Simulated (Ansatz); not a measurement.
Relaxation of Cl₂FH₃W (7 atoms, charge 0, multiplicity 1), to a largest force component of 0.03 eV/Å in at most 50 steps.

These are results of RKS PBE/def2-SVP in Ansatz 0.2.0, not measurements.

```xyz
7
Properties=species:S:1:pos:R:3:forces:R:3
W -0.465 -0.002 -0.711 0.19 0.00 0.25
F 0.588 0.021 2.147 -0.36 -0.01 0.19
H 1.331 0.028 1.582 0.25 0.01 -0.38
H 0.740 1.077 -0.216 -0.02 -0.02 -0.02
Cl -2.253 0.008 0.637 -0.03 0.00 0.01
H 0.688 -1.146 -0.243 -0.03 0.02 0.00
Cl -0.360 0.015 -2.926 0.00 0.00 -0.06
```

Question: Where does it end, and by what steps?

Answer: The forces met the threshold. After 8 steps the energy has fallen by 0.188 eV; H3 moved furthest, 0.57 Å. Joined: W1–F2 (3.05 → 2.31 Å), W1–H3 (2.91 → 2.04 Å).

```
step  energy less start (eV)  largest force component (eV/Å)  accepted
   0                  0.0000                           0.378       yes
   1                 -0.0531                           0.143       yes
   2                 -0.1153                           0.194       yes
   3                 -0.1768                           0.442       yes
   4                 -0.1669                           0.260        no
   5                 -0.1835                           0.154       yes
   6                 -0.1869                           0.108       yes
   7                 -0.1874                           0.038       yes
   8                 -0.1880                           0.028       yes
```

```xyz
7
Properties=species:S:1:pos:R:3
W -0.315 -0.002 -0.410
F 0.374 0.011 1.797
H 1.096 0.005 1.064
H 0.870 1.183 -0.137
Cl -2.284 0.016 0.722
H 0.824 -1.228 -0.138
Cl -0.294 0.016 -2.629
```

Whether the end is a true minimum wasn't checked by a vibrational analysis.

Time of the run: 9.7 s on 2 threads of AMD EPYC 9R45 96-Core Processor (Zen 5) (shared host), peak memory 0.16 GiB.
